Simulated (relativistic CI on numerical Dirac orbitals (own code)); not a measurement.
# Slater and spin-orbit integrals, Cr¹⁶⁺

Method of calculation: Dirac-Coulomb-Breit CI, KLI orbitals optimised for each configuration, a model potential for QED, unscaled Slater integrals (own radial code, finite nucleus).

Slater integrals F^k, G^k are unscaled and averaged over j, outside the closed core 1s2; ζ comes from projecting the Hamiltonian with its Breit term on Σ l·s of the shell.

- 2s2.2p4: F^2(2p,2p) = 389530, ζ(2p) = 49292 cm⁻¹; <r>(2p) = 0.2438, <r^2>(2p) = 0.07228 (bohr units).
- 2s.2p5: G^1(2s,2p) = 429860, ζ(2p) = 48778 cm⁻¹; <r>(2s) = 0.2799, <r^2>(2s) = 0.09199, <r>(2p) = 0.2447, <r^2>(2p) = 0.07285 (bohr units).
- 2p5.3s: ζ(2p) = 50249, G^1(2p,3s) = 38591 cm⁻¹; <r>(2p) = 0.2421, <r^2>(2p) = 0.07124, <r>(3s) = 0.6848, <r^2>(3s) = 0.5321 (bohr units).

Averages of the first 10 configurations, taken without configuration mixing, which lowers the lowest level and can move excited configurations by several eV; other configurations of the list can lie among them:

```tsv
Configuration	Parity	States	Average energy above the lowest level (eV)
2s2.2p4	even	15	10.7
2s.2p5	odd	12	114.3
2p6	even	1	234.7
2p5.3s	odd	12	895.4
2p5.3p	even	36	921.4
2s2.2p3.3s	odd	40	692.3
2p5.3d	odd	60	953.8
2s2.2p3.3p	even	120	720.8
2s2.2p3.3d	odd	200	753.6
2s.2p4.3s	even	60	785.3
```
